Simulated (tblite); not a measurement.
Species: C3H9GeOP.
Bonds: C1–C2, C2–C3, C3–O4 (double), C3–Ge5, Ge5–P6. Hydrogens: H7, H8, H9 on C1; H10, H11 on C2; H12, H13 on Ge5; H14, H15 on P6.

Computed with GFN2-xTB (tblite), gas phase: L-BFGS steps from a force-field or distance-geometry start until the largest atomic force falls under 0.01 eV/Å.

Step 88: E = -530.6172 eV
```
atom  x, y, z in Å  |  force x, y, z in eV/Å
C1      1.7498   -0.5116    0.0990    0.012   0.001   0.006
C2      1.2243    0.2739   -1.0992   -0.047   0.005   0.013
C3     -0.2622    0.0736   -1.1698   -0.029  -0.063  -0.030
O4     -0.8210   -0.5856   -2.0043    0.056   0.052   0.005
Ge5    -1.4093    0.9135    0.2842   -0.012  -0.023  -0.016
P6     -2.3298   -0.4597    1.8844   -0.005  -0.019   0.004
H7      1.1768   -0.2629    0.9927    0.011   0.036   0.041
H8      2.7940   -0.2790    0.2863    0.027   0.016  -0.022
H9      1.6602   -1.5796   -0.0840   -0.018  -0.026   0.010
H10     1.6999   -0.0684   -2.0197   -0.021  -0.009  -0.026
H11     1.4195    1.3401   -0.9630   -0.004  -0.001   0.028
H12    -2.5566    1.5663   -0.4468   -0.013   0.019  -0.006
H13    -0.6898    2.0656    0.9708    0.030  -0.002  -0.012
H14    -2.5596   -1.4923    0.9835    0.015   0.035  -0.005
H15    -1.1007   -0.9859    2.2640   -0.003  -0.020   0.010
```

Step 89: E = -530.6177 eV
```
atom  x, y, z in Å  |  force x, y, z in eV/Å
C1      1.7419   -0.5036    0.1080   -0.005   0.002   0.002
C2      1.2234    0.2673   -1.1035   -0.021  -0.018   0.002
C3     -0.2647    0.0810   -1.1716   -0.034  -0.089  -0.045
O4     -0.8299   -0.5706   -2.0085    0.058   0.071   0.023
Ge5    -1.4042    0.9171    0.2894   -0.034  -0.008  -0.009
P6     -2.3189   -0.4747    1.8793   -0.009   0.006  -0.011
H7      1.1682   -0.2359    0.9969    0.034   0.034   0.025
H8      2.7882   -0.2776    0.2934    0.015   0.020  -0.023
H9      1.6435   -1.5747   -0.0565   -0.018   0.004   0.004
H10     1.6937   -0.0959   -2.0197   -0.023  -0.003  -0.005
H11     1.4295    1.3343   -0.9891   -0.005  -0.012   0.044
H12    -2.5557    1.5689   -0.4386    0.000   0.015   0.006
H13    -0.6861    2.0691    0.9817    0.020  -0.021  -0.024
H14    -2.5455   -1.4966    0.9660    0.014   0.028  -0.005
H15    -1.0878   -0.9998    2.2509    0.008  -0.029   0.015
```

Step 90: E = -530.6183 eV
```
atom  x, y, z in Å  |  force x, y, z in eV/Å
C1      1.7417   -0.5017    0.1105    0.004   0.012   0.003
C2      1.2216    0.2656   -1.1026   -0.005  -0.045   0.000
C3     -0.2661    0.0828   -1.1696   -0.025  -0.074  -0.024
O4     -0.8305   -0.5664   -2.0083    0.022   0.050   0.000
Ge5    -1.4045    0.9180    0.2914   -0.035   0.002  -0.002
P6     -2.3174   -0.4796    1.8777   -0.010   0.027  -0.008
H7      1.1729   -0.2276    1.0000    0.028   0.040   0.035
H8      2.7900   -0.2789    0.2906    0.006   0.015  -0.025
H9      1.6376   -1.5726   -0.0485   -0.015  -0.011   0.001
H10     1.6873   -0.1023   -2.0182   -0.002  -0.020  -0.027
H11     1.4327    1.3306   -0.9953   -0.004   0.040   0.060
H12    -2.5556    1.5684   -0.4385   -0.001   0.015   0.010
H13    -0.6869    2.0715    0.9837    0.015  -0.029  -0.028
H14    -2.5415   -1.4952    0.9582    0.009   0.010  -0.012
H15    -1.0857   -1.0044    2.2470    0.013  -0.031   0.015
```

Q: Estimate the geometry and energy of step 91. (The exact step hangs on the optimiser's Hessian estimate; all steps are aligned on step 90, rigid shifts and turns removed.)

A: E = -530.6193 eV, largest force 0.101 eV/Å
```
atom  x, y, z in Å  |  force x, y, z in eV/Å
C1      1.7402   -0.4975    0.1159    0.008   0.022   0.004
C2      1.2194    0.2614   -1.1025    0.022  -0.069  -0.002
C3     -0.2683    0.0857   -1.1673   -0.018  -0.046  -0.013
O4     -0.8340   -0.5555   -2.0111   -0.011   0.030  -0.012
Ge5    -1.4050    0.9194    0.2951   -0.021   0.005   0.003
P6     -2.3138   -0.4884    1.8753   -0.004   0.042  -0.002
H7      1.1801   -0.2090    1.0070    0.032   0.035   0.013
H8      2.7918   -0.2806    0.2867   -0.007   0.004  -0.026
H9      1.6259   -1.5693   -0.0320   -0.009  -0.001   0.008
H10     1.6783   -0.1166   -2.0174    0.012  -0.031  -0.022
H11     1.4394    1.3250   -1.0082   -0.015   0.067   0.074
H12    -2.5548    1.5680   -0.4376   -0.009   0.016   0.014
H13    -0.6886    2.0739    0.9883    0.011  -0.036  -0.032
H14    -2.5336   -1.4935    0.9449    0.000  -0.012  -0.018
H15    -1.0814   -1.0149    2.2411    0.009  -0.025   0.010
```

The energy changes by -0.0010 eV. The first-order estimate −F·Δx gives -0.0013 eV and the mean of the old and new forces, exact on a quadratic surface, -0.0010 eV. The step makes an angle of 81° with the force vector and moves no atom by more than 0.021 Å.

What follows is the cost of the whole relaxation. Time: 0.87 s wall. Hardware: Arm Neoverse V1, one thread, shared host.
